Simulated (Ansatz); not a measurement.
C2H8BN3, SMILES `CB1NC(N)N1` at its PBE0-D4/def2-TZVP geometry, where that method's forces vanish. Charge 0, multiplicity 1.

```tsv
atom	x (Å)	y (Å)	z (Å)
C1	-0.1799	0.0600	2.3258
B2	-0.0253	0.1011	0.7741
N3	1.0861	0.0307	-0.1185
C4	0.2042	0.2864	-1.2407
N5	0.2740	-0.6969	-2.2714
N6	-0.9532	0.2780	-0.3212
H7	0.6462	-0.4653	2.8109
H8	-1.1155	-0.4174	2.6268
H9	-0.1955	1.0772	2.7321
H10	1.9840	-0.4084	-0.1974
H11	0.3623	1.2712	-1.6987
H12	-0.0619	-1.5863	-1.9190
H13	-0.2933	-0.4353	-3.0674
H14	-1.7323	0.9051	-0.4355
```

(1) For each bond, give half the difference of the two atoms' forces along it (eV/Å; positive pushes the atoms apart) under PBE-D4, r2SCAN-D4, B3LYP-D4, ωB97M-V in def2-TZVPP. (Best estimate.)

Results:

(1) Computed: 
```tsv
bond	length (Å)	PBE-D4	r2SCAN-D4	B3LYP-D4	ωB97M-V
C1–B2	1.560	-0.25	-0.12	-0.05	0.03
C1–H7	1.093	0.13	-0.01	-0.03	-0.06
C1–H8	1.093	0.13	-0.01	-0.03	-0.07
C1–H9	1.095	0.12	-0.01	-0.03	-0.07
B2–N3	1.427	0.20	0.17	0.10	0.11
B2–N6	1.446	0.17	0.13	0.10	0.12
N3–C4	1.450	0.20	0.21	0.24	0.21
N3–H10	1.003	0.10	-0.10	-0.11	-0.16
C4–N5	1.426	0.02	0.06	0.11	0.16
C4–N6	1.478	0.23	0.26	0.27	0.16
C4–H11	1.098	0.04	-0.13	-0.23	-0.23
N5–H12	1.014	0.25	0.01	-0.04	-0.07
N5–H13	1.012	0.22	0.00	-0.05	-0.07
N6–H14	1.007	0.13	-0.08	-0.11	-0.14
```

B3LYP here is the variant with VWN-RPA as its local correlation; programs differ in this.
